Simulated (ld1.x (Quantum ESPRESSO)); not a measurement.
# Configuration tests for Fe (Z = 26) (ultrasoft)

- Element: iron
- Generator: ld1.x (Quantum ESPRESSO) 7.5
- Type: ultrasoft
- Functional: PBE
- Relativity: non-relativistic
- Frozen core: [Ne]
- Valence charge: 16
- Reference configuration: 3s2 3p6 3d6 4s1.75 4p0 (charge +0.25)
- Partial waves: 3s (bound): rcut 1.10, rcutus 1.15 bohr; 4s (bound): rcut 1.10, rcutus 1.15 bohr; 3p (bound): rcut 1.30, rcutus 1.60 bohr; 4p (bound, empty): rcut 1.30, rcutus 1.60 bohr; 3d (bound): rcut 0.75, rcutus 1.05 bohr; 3d channel at 3 Ry: rcut 0.75, rcutus 1.05 bohr
- Local potential: all-electron potential smoothed inside 1.30 bohr (lloc = -2)
- Core correction: a·sin(br)/r model core, default radius (core density twice the valence density)
- Augmentation charge: PSQ, inside the norm-conserving radii

Energies are relative to the spin-unpolarised reference configuration 3s2 3p6 3d6 4s1.75 4p0; without spin polarisation the order of configurations can differ from experiment.

```
valence configuration  charge  ΔE all-electron (eV)  error AE − PS (meV)
  3s2 3p6 3d6 4s2 4p0       0                -1.504                  0.0
  3s2 3p6 3d6 4s0 4p0      +2                23.088                 +1.3
  3s2 3p6 3d6 4s0 4p2       0                 6.683                  -39
3s2 3p6 3d6 4s1.5 4p0    +0.5                 1.924                  0.0
  3s2 3p6 3d5 4s2 4p0      +1                13.024                  +13
  3s2 3p6 3d5 4s2 4p1       0                 7.542                  -30
```

Problem. What are ΔE and the potential's error for 3s2 3p6 3d6 4s1 4p0?

Solution. ΔE = 7.095 eV all-electron; the error (AE − PS) is +0.2 meV.

Levels in the configuration 3s2 3p6 3d6 4s1.5 4p0:

| level | all-electron (eV) | pseudo (eV) |
| --- | --- | --- |
| 3s | -95.985 | -95.985 |
| 3p | -63.679 | -63.679 |
| 3d | -11.790 | -11.791 |
| 4s | -8.560 | -8.560 |
